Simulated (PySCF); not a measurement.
Br2Sn, SMILES [Br][Sn][Br] (connectivity only; charge and spin as stated), charge -1, multiplicity 2. Atoms are numbered in the order given.

```xyz
3

Sn     0.0000     0.0000     1.0173
Br     0.0000    -2.0637    -0.7266
Br     0.0000     2.0637    -0.7266
```
Charge -1, spin multiplicity 2.

Geometry: r2SCAN-D4/def2-SVPD. The multiplicity is an assumed one; other spin states were not compared. The isomer is the one that the SMILES or the coordinates give; other isomers of the formula were not compared. The def2 effective core potentials stand for the cores of Sn; spin–orbit coupling is left out.

Computed with M06-2X/def2-TZVPD run with PySCF.

The molecule is in vacuum.

Q: Estimate the frontier levels, dipole moment and polarisability. (An estimate is asked for; the answer gives what the named calculation found.)

A: 
```json
{
  "α spin, highest occupied and lowest empty level": "-1.24 and 3.21 eV",
  "β spin, highest occupied and lowest empty level": "-3.70 and 2.59 eV",
  "dipole_moment_about_the_centre_of_nuclear_charge": "2.34 D",
  "mean_static_polarisability": "123.1 bohr³ (18.24 Å³)",
  "polarisability_principal_values": "106.7, 122.7, 139.9 bohr³",
  "⟨S²⟩": "0.761 (pure state 0.75)"
}
```
